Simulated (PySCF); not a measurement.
Si(H)2(F)(OEt) (C2H7FOSi), SMILES CCO[SiH2]F.

Geometry: PBE-D3(BJ)/def2-SVP. Other conformers were not sampled.

Computed with PBE-D3(BJ)/def2-SVP (PySCF).

Frequencies are harmonic and unscaled.

```json
[
 {"mode": "1", "ν (cm⁻¹)": "32", "IR (km/mol)": "0.4", "moving atoms (share of kinetic energy)": "C 34 %, H 30 %, O 20 %, F 14 %"},
 {"mode": "2", "ν (cm⁻¹)": "75", "IR (km/mol)": "2.3", "moving atoms (share of kinetic energy)": "F 35 %, H 23 %, C 21 %, O 17 %"},
 {"mode": "3", "ν (cm⁻¹)": "178", "IR (km/mol)": "2.4", "moving atoms (share of kinetic energy)": "H 45 %, O 30 %, C 13 %, Si 10 %"},
 {"mode": "4", "ν (cm⁻¹)": "265", "IR (km/mol)": "2.2", "moving atoms (share of kinetic energy)": "H 56 %, C 15 %, F 14 %, O 8 %"},
 {"mode": "5", "ν (cm⁻¹)": "278", "IR (km/mol)": "8.4", "moving atoms (share of kinetic energy)": "H 38 %, F 19 %, C 19 %, O 18 %"},
 {"mode": "6", "ν (cm⁻¹)": "399", "IR (km/mol)": "9.6", "moving atoms (share of kinetic energy)": "C 26 %, O 25 %, Si 23 %, H 22 %"},
 {"mode": "7", "ν (cm⁻¹)": "668", "IR (km/mol)": "77.4", "moving atoms (share of kinetic energy)": "H 67 %, Si 23 %"},
 {"mode": "8", "ν (cm⁻¹)": "730", "IR (km/mol)": "19.6", "moving atoms (share of kinetic energy)": "H 67 %, O 10 %, C 10 %, Si 8 %"},
 {"mode": "9", "ν (cm⁻¹)": "743", "IR (km/mol)": "13.4", "moving atoms (share of kinetic energy)": "H 57 %, O 23 %, Si 9 %"},
 {"mode": "10", "ν (cm⁻¹)": "789", "IR (km/mol)": "0.5", "moving atoms (share of kinetic energy)": "H 90 %"},
 {"mode": "11", "ν (cm⁻¹)": "840", "IR (km/mol)": "23.3", "moving atoms (share of kinetic energy)": "F 47 %, H 32 %, Si 18 %"},
 {"mode": "12", "ν (cm⁻¹)": "905", "IR (km/mol)": "150.7", "moving atoms (share of kinetic energy)": "H 89 %"},
 {"mode": "13", "ν (cm⁻¹)": "938", "IR (km/mol)": "126.6", "moving atoms (share of kinetic energy)": "H 68 %, Si 14 %, C 9 %"},
 {"mode": "14", "ν (cm⁻¹)": "968", "IR (km/mol)": "196.0", "moving atoms (share of kinetic energy)": "H 35 %, Si 23 %, C 21 %, O 17 %"},
 {"mode": "15", "ν (cm⁻¹)": "1084", "IR (km/mol)": "12.7", "moving atoms (share of kinetic energy)": "C 55 %, H 41 %"},
 {"mode": "16", "ν (cm⁻¹)": "1113", "IR (km/mol)": "213.3", "moving atoms (share of kinetic energy)": "C 38 %, O 36 %, H 24 %"},
 {"mode": "17", "ν (cm⁻¹)": "1137", "IR (km/mol)": "87.0", "moving atoms (share of kinetic energy)": "H 46 %, C 36 %, O 17 %"},
 {"mode": "18", "ν (cm⁻¹)": "1262", "IR (km/mol)": "2.3", "moving atoms (share of kinetic energy)": "H 91 %"},
 {"mode": "19", "ν (cm⁻¹)": "1328", "IR (km/mol)": "1.6", "moving atoms (share of kinetic energy)": "H 80 %, C 19 %"},
 {"mode": "20", "ν (cm⁻¹)": "1368", "IR (km/mol)": "38.3", "moving atoms (share of kinetic energy)": "H 71 %, C 28 %"},
 {"mode": "21", "ν (cm⁻¹)": "1403", "IR (km/mol)": "6.9", "moving atoms (share of kinetic energy)": "H 97 %"},
 {"mode": "22", "ν (cm⁻¹)": "1424", "IR (km/mol)": "1.2", "moving atoms (share of kinetic energy)": "H 95 %"},
 {"mode": "23", "ν (cm⁻¹)": "1445", "IR (km/mol)": "2.5", "moving atoms (share of kinetic energy)": "H 92 %"},
 {"mode": "24", "ν (cm⁻¹)": "2177", "IR (km/mol)": "107.4", "moving atoms (share of kinetic energy)": "H 97 %"},
 {"mode": "25", "ν (cm⁻¹)": "2234", "IR (km/mol)": "116.1", "moving atoms (share of kinetic energy)": "H 96 %"},
 {"mode": "26", "ν (cm⁻¹)": "2918", "IR (km/mol)": "42.6", "moving atoms (share of kinetic energy)": "H 94 %"},
 {"mode": "27", "ν (cm⁻¹)": "2975", "IR (km/mol)": "31.7", "moving atoms (share of kinetic energy)": "H 91 %, C 9 %"},
 {"mode": "28", "ν (cm⁻¹)": "2979", "IR (km/mol)": "12.7", "moving atoms (share of kinetic energy)": "H 97 %"},
 {"mode": "29", "ν (cm⁻¹)": "3075", "IR (km/mol)": "16.7", "moving atoms (share of kinetic energy)": "H 91 %, C 9 %"},
 {"mode": "30", "ν (cm⁻¹)": "3077", "IR (km/mol)": "14.6", "moving atoms (share of kinetic energy)": "H 90 %, C 10 %"}
]
```
